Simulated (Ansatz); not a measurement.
Cartesian coordinates in Å:
```
F 2.202 0.864 -0.178
C 1.077 1.587 0.190
Sn -0.497 0.226 0.823
Si -0.675 -1.692 -0.864
H 1.354 2.267 0.999
H 0.750 2.176 -0.671
H -1.950 1.127 0.917
H -0.123 -0.344 2.391
H -1.825 -2.572 -0.524
H -0.883 -1.140 -2.229
H 0.571 -2.500 -0.853
```

Total charge 0; spin multiplicity 1. Sn takes the def2 core potential.

Question: List the ωB97M-V/def2-TZVPP orbital energies in eV (Ansatz). (An estimate is asked.)

Answer: Ansatz gave: Occupied: -1807.09, -677.23, -283.44, -148.19, -142.84, -102.31, -102.29, -102.29, -97.39, -97.39, -97.38, -36.10, -31.01, -31.00, -30.96, -30.88, -30.88, -21.95, -18.27, -16.59, -16.29, -16.24, -14.67, -12.52, -12.31, -12.29, -11.23, -10.39, -9.83. Lowest empty: 1.24, 1.46, 1.88, 2.28, 2.60, 2.86, 3.21, 3.58.
